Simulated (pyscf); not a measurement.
Structures and frequencies: ωB97X-D3(BJ)/def2-SVP in PySCF.

### Question
For the elementary gas-phase step O=Ru(=O)(=O)=O + silanol (HO–SiH₃) → O=Ru(=O)(=O)(OH)–O–SiH₃ (singlet surface; H–O broken, O–Ru, H–O formed), what barrier and reaction energy does M06-2X/def2-TZVP give, measured from the separated reactants?

### Answer
ΔE‡ = 30.2 kcal/mol, ΔE = +21.9 kcal/mol. ωB97M-D3(BJ)/def2-TZVP gives 31.2 kcal/mol and +22.8 kcal/mol. Zero-point energy shifts the barrier by -1.0 kcal/mol. It is an addition across a multiple bond or ene-type step, with an imaginary mode of 1073i cm⁻¹. On the reactant side the descent ends in a complex (not fully relaxed), 5.0 kcal/mol under the separated species and 34.2 kcal/mol under the saddle at ωB97X-D3(BJ)/def2-TZVP. On the product side the descent ends in a point that may be a rotor saddle (no frequency run), 1.3 kcal/mol over the lowest minimum found and 7.7 kcal/mol under the saddle at ωB97X-D3(BJ)/def2-TZVP. At ωB97X-D3(BJ)/def2-TZVP the barrier from the zero used here is 29.2 kcal/mol. This is the saddle that the search found; another between the same sides may lie lower. 2 of the closed-shell references are unstable towards spin polarisation; treat their single-reference values with care. Elements past Kr carry the def2 core potentials, without spin-orbit coupling.
